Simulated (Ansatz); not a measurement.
Conformers of `[OH][Ga]([SH])[O][SiH3]`, each relaxed with PBE0-D4/def2-TZVP in Ansatz. CBS adds the triple-zeta coupled-cluster correction to the MP2 limit.

Outer-core shells of Ga are correlated without core-valence functions. Scalar relativity is left out up to krypton. Spin–orbit coupling is left out.

Not all of them had a frequency check.

Conformer A:

Z-matrix (Å, degrees):
```
Si
O 1 1.632
H 1 1.486 2 110.1
H 1 1.495 2 110.7 3 -119.8
H 1 1.486 2 110.1 3 120.5
Ga 2 1.779 1 136.6 3 119.6
S 6 2.172 2 119.3 1 -179.9
O 6 1.774 2 119.8 1 0.1
H 7 1.345 6 91.6 2 0.0
H 8 0.961 6 113.3 2 -0.0
```

Conformer B:

Cartesian coordinates in Å:
```
O 0.388 1.005 2.528
Ga 0.103 0.812 0.788
S -0.169 2.542 -0.504
O 0.050 -0.844 0.156
Si -0.161 -1.589 -1.282
H 0.491 0.165 2.982
H -0.023 3.391 0.529
H -0.385 -0.595 -2.371
H -1.340 -2.492 -1.211
H 1.045 -2.393 -1.614
```

Which is lowest in electronic energy at CCSD(T)/CBS (frozen core, def2 sets), and by how much? (An estimate is asked.)

The calculation gave: B; A lies 1.8 kJ/mol higher. Gaps under about 2 kJ/mol don't settle the order.

Give the energies relative to B (kJ/mol) with r2SCAN-D4/def2-TZVPP, B3LYP-D4/def2-TZVPP, ωB97M-V/def2-TZVPP, B2PLYP/def2-TZVPP, r2SCAN/def2-TZVPP, PBE0/def2-TZVPP, HF/def2-QZVPP. (Best estimate.)

The calculation gave: 
```csv
level,A
r2SCAN-D4/def2-TZVPP,1.8
B3LYP-D4/def2-TZVPP,2.3
ωB97M-V/def2-TZVPP,1.7
B2PLYP/def2-TZVPP,2.0
r2SCAN/def2-TZVPP,1.7
PBE0/def2-TZVPP,1.8
HF/def2-QZVPP,2.6
```

B3LYP here is the variant with VWN-RPA as its local correlation; programs differ in this.
